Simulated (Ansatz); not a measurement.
`[O]=[Mo]([OH])([F])=[S]` + NH₃ → `[NH2][Mo](=[O])([OH])=[S]` + H–F at 400 K and 1 bar (ligand exchange at a Mo–F bond).

Gas-phase electronic energies from Ansatz, PBE0-D4/def2-TZVP geometries. CCSD(T)/CBS is the MP2 limit (def2-TZVPP, def2-QZVPP) plus CCSD(T) − MP2 in def2-TZVPP, frozen cores. This one scheme is used for every species. def2 core potentials past Kr. For Mo outer-core shells are correlated without core-valence functions, which leaves a few kJ/mol of doubt a bond. Each species was taken in one conformer, which may not be the lowest.

```csv
species,CCSD(T)/CBS energy (Eh),H − E (kJ/mol),S (J/(mol·K))
`[O]=[Mo]([OH])([F])=[S]`,-716.80850,83.7,368.3
NH₃,-56.50880,104.2,203.1
`[NH2][Mo](=[O])([OH])=[S]`,-672.90809,148.7,386.2
H–F,-100.39570,36.5,182.2
```

H − E and S are ideal-gas, rigid-rotor, harmonic terms from PBE0-D4/def2-TZVP, for one conformer and one mirror image of each species. 1 Eh = 2625.50 kJ/mol, R = 8.31446 J/(mol·K).

By hand: ΔE, ΔH, ΔS and ΔG.

ΔE = (-672.90809) + (-100.39570) − (-716.80850) − (-56.50880) = 0.01351 Eh = 35.5 kJ/mol. Δ(H − E) = 148.7 + 36.5 − 83.7 − 104.2 = -2.7, so ΔH = 32.8 kJ/mol. ΔS = 386.2 + 182.2 − 368.3 − 203.1 = -3.0 J/(mol·K). ΔG = 32.8 − 400 × (-3.0)/1000 = 34.0 kJ/mol.

By hand: the equilibrium constant, and the temperature at which ΔG would vanish if ΔH and ΔS stayed fixed.

log₁₀ K = −ΔG/(RT ln 10) = -4.4. ΔH and −TΔS have one sign here, so there is no such temperature.

The number of gas molecules stays the same, so ΔS is small and ΔH decides. A doubt of 5 kJ/mol in ΔE shifts log₁₀ K by 0.7 here. Other conformers and mirror images would add mixing entropy, several J/(mol·K) or more a flexible species. These are equilibria of isolated gas molecules and say nothing of rates. Largest T1 diagnostic: 0.025 (customary marks: 0.02 for closed shells, 0.045 for open ones).

ΔS is within the doubt of such terms, so its sign, and with it that verdict, could turn.
